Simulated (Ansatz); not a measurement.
Mulliken charges of CH6GeSSi (`[SiH3][CH]1[S][GeH2]1`) from ωB97M-V/def2-TZVPP in Ansatz (PBE0-D4/def2-TZVP geometry).

```tsv
atom	x (Å)	y (Å)	z (Å)	charge (e)
Si1	-0.604	1.332	0.503	0.203
C2	0.025	0.084	-0.721	-0.323
S3	-1.133	-1.350	-1.002	-0.200
Ge4	0.847	-1.553	-0.099	0.147
H5	0.427	2.382	0.739	-0.038
H6	-1.845	1.984	0.007	-0.026
H7	-0.898	0.637	1.783	-0.025
H8	0.439	0.468	-1.651	0.154
H9	1.926	-2.207	-0.957	0.052
H10	0.900	-1.829	1.401	0.055
```

Q: By hand: the dipole of these point charges (1 e Å = 4.8032 D).

A: Σ q r = (0.492, -0.016, 0.221) e Å, of length 0.540 e Å = 2.59 D.

Q: How does the dipole of the full density compare? (Estimate.)

A: The calculation gave: (0.448, -0.043, 0.068) e Å, 2.19 D; the point charges give 1.18 times that, at 16° from its direction.

Point charges leave out the atoms' own dipoles, such as those of lone pairs, and Mulliken's split depends on the basis, so the two needn't agree.
